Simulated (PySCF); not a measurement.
# Frontier orbitals and the lowest excitations

cis-Ti(NH3)2Cl4 (singlet state).
Structure used (PBE0-D3(BJ)/def2-SVP), in Å, numbered top down from 1:
```
atom  x, y, z in Å
Ti1   -0.713    0.015   -0.720
N2    -0.563   -0.023    1.535
H3    -0.114    0.810    1.914
H4    -0.131   -0.872    1.898
H5    -1.537   -0.015    1.843
Cl6   -0.453    0.060   -2.915
N7     1.542   -0.017   -0.549
H8     1.861   -0.111   -1.514
H9     1.904   -0.814   -0.027
H10    1.913    0.859   -0.182
Cl11  -2.912    0.039   -0.489
Cl12  -0.361    2.247   -0.347
Cl13  -0.404   -2.229   -0.425
```

Computed, not measured: TDDFT CAM-B3LYP/def2-SVPD, vertical, gas phase, core orbitals frozen in the response (PySCF 2.14.0, density-fitted response routines).

Frontier orbitals with the atoms that hold most of them (Löwdin shares over 4%, at most four atoms; ? is withheld):

```
orbital  ε (eV)                                  atoms
 HOMO-3   -9.91       Cl13 41%, Cl12 39%, N7 5%, N2 5%
 HOMO-2   -9.88  Cl13 33%, Cl12 30%, Cl11 15%, Cl6 15%
 HOMO-1   -9.66                                      ?
   HOMO   -9.61                                      ?
   LUMO   -2.27               Ti1 79%, Cl6 8%, Cl11 8%
 LUMO+1   -2.26      Ti1 79%, Cl13 6%, Cl12 5%, Cl6 5%
 LUMO+2   -2.17     Ti1 77%, Cl13 7%, Cl12 6%, Cl11 4%
```

Q: Which atoms hold the HOMO, and with what shares?

A: Cl12 (bonded to Ti) 26%; Cl6 (bonded to Ti) 24%; Cl11 (bonded to Ti) 24%; Cl13 (bonded to Ti) 23%.

Q: Give the leading atoms of the HOMO-1.

A: Cl12 (bonded to Ti) 30%; Cl13 (bonded to Ti) 27%; Cl11 (bonded to Ti) 20%; Cl6 (bonded to Ti) 20%.

Q: The HOMO–LUMO gap is 7.34 eV. Where does the response calculation put the lowest singlet, and from which orbitals?

A: S1 is at 3.69 eV (f = 0.0000), 3.65 eV below the gap, made of HOMO→LUMO/LUMO+1 (98%). Without the coupling terms of the response equations the lowest excitation would equal the gap.

For S1 the Löwdin share of titanium is at most 3% in HOMO and 79% in LUMO (ligand-to-metal charge transfer by this measure).

Next come S2 at 3.75 eV (f 0.0001), HOMO-1→LUMO/LUMO+1 (≥96%); S3 at 3.77 eV (f 0.0020), HOMO-1→LUMO/LUMO+1 (≥82%), HOMO-4→LUMO/LUMO+1 (≥9%); S4 at 3.84 eV (f 0.0000), HOMO→LUMO+2 (85%); S5 at 3.86 eV (f 0.0009), HOMO→LUMO/LUMO+1 (56%), HOMO-1→LUMO+2 (43%).

Orbitals of the list HOMO-3 to LUMO+2 that lie within 0.01 eV of each other are written together with a slash and their weights summed (≥ marks a lower bound); for degenerate orbitals outside that list single weights are arbitrary.
